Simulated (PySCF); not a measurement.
A PySCF script (with the pyscf-properties extension) for the NMR shieldings of `CC(=C=S)C[SiH2]C#N`, C$_{5}$H$_{7}$NSSi, on a GFN2-xTB geometry:

```python
import basis_set_exchange as bse
import numpy as np
from pyscf import gto, dft
from pyscf.prop import nmr

atoms = """
C    -1.860175    0.561564   -0.735786
C    -1.075213    0.138768    0.476440
C    -1.621974   -0.551654    1.433591
S    -2.268410   -1.378761    2.591954
C     0.379050    0.525792    0.518745
Si    1.442919   -0.753094   -0.424145
C     3.185474   -0.081733   -0.419018
N     4.255725    0.326367   -0.417610
H    -2.867167    0.154047   -0.708775
H    -1.922971    1.649298   -0.775630
H    -1.361476    0.214155   -1.639799
H     0.718111    0.583930    1.554207
H     0.488669    1.521078    0.084318
H     1.047735   -0.863299   -1.830630
H     1.455288   -2.038469    0.270226
"""
names = dict.fromkeys(["C", "S", "Si", "N", "H"], "pcSseg-1")
basis = {el: gto.basis.parse(bse.get_basis(n, elements=[el], fmt="nwchem")) for el, n in names.items()}
mol = gto.M(atom=atoms, basis=basis, charge=0, verbose=0)
mf = dft.RKS(mol, xc="PBE0")
mf.grids.level = 2
mf.grids.alignment = dft.numint.BLKSIZE   # the property module wants whole blocks of grid points
mf.conv_tol = 1e-9
mf.kernel()

calc = nmr.RKS(mf)   # GIAO
C = mf.mo_coeff
Co = C[:, mf.mo_occ > 0]
resp = mf.gen_response(singlet=True, hermi=2)
def vind(x):   # induced exchange potential for any number of trial vectors
    d = np.einsum("pi,xij,qj->xpq", C, 2 * x.reshape(-1, C.shape[1], Co.shape[1]), Co, optimize=True)
    return np.einsum("xpq,pi,qj->xij", resp(d - d.transpose(0, 2, 1)), C, Co, optimize=True).ravel()
mo1, _ = nmr.rhf.solve_mo1(calc, with_cphf=vind)
sigma = calc.kernel(mo1)
for i, s in enumerate(sigma):   # ppm
    w = np.linalg.eigvalsh((s + s.T) / 2)
    print("%2d %-2s iso %8.1f  s11 %8.1f  s22 %8.1f  s33 %8.1f" % (i, mol.atom_pure_symbol(i), w.mean(), *w))
```

**Question.** Give the expected output.

**Answer.** 
```
 0 C  iso    170.1  s11    157.7  s22    172.3  s33    180.4
 1 C  iso    113.0  s11     21.1  s22    148.7  s33    169.2
 2 C  iso    -96.6  s11   -200.0  s22    -52.7  s33    -37.2
 3 S  iso     80.9  s11   -441.1  s22     80.1  s33    603.7
 4 C  iso    173.3  s11    157.8  s22    173.9  s33    188.2
 5 Si iso    428.9  s11    398.5  s22    430.4  s33    457.8
 6 C  iso     63.6  s11    -50.9  s22    -47.0  s33    288.8
 7 N  iso    -97.8  s11   -299.6  s22   -292.5  s33    298.9
 8 H  iso     29.8  s11     25.4  s22     27.4  s33     36.6
 9 H  iso     29.8  s11     25.2  s22     27.3  s33     36.7
10 H  iso     30.0  s11     24.6  s22     29.4  s33     36.0
11 H  iso     29.4  s11     24.2  s22     28.6  s33     35.3
12 H  iso     30.5  s11     25.3  s22     29.1  s33     37.0
13 H  iso     27.3  s11     23.3  s22     26.9  s33     31.6
14 H  iso     27.5  s11     23.7  s22     26.4  s33     32.3
```

These numbers come from an equivalent density-fitted implementation of the same equations, which agrees with the script to about 0.01 ppm for H and up to a few tenths of a ppm for heavy atoms, so last digits may differ.

**Question.** Turn these shieldings into chemical shifts. Referencing at the same level of theory: TMS for 13C (σref 186.93), 29Si (σref 349.16), 1H (σref 31.72); 33S (σref 503.73) against CS2; NH3 for 15N (σref 267.73).

**Answer.** Averaging equivalent atoms: C 2: 283.6; C 6: 123.3; C 1: 73.9; C 0: 16.8; C 4: 13.6; S 3: 423; Si 5: -79.8; N 7: 365.5; H 13/14: 4.36; H 8/9/10: 1.88; H 11/12: 1.79 ppm. Experimental scales use liquid or dissolved standards, which lie at an offset from isolated NH3 (liquid NH3: subtract about 20 ppm). Unscaled 15N shifts of sp2 nitrogen come out 20 to 40 ppm too high even then.

Size and cost of the density-fitted run: 185 basis functions, 35 s wall time on 1 thread of an Arm Neoverse V1, shared host; peak memory 0.82 GiB.
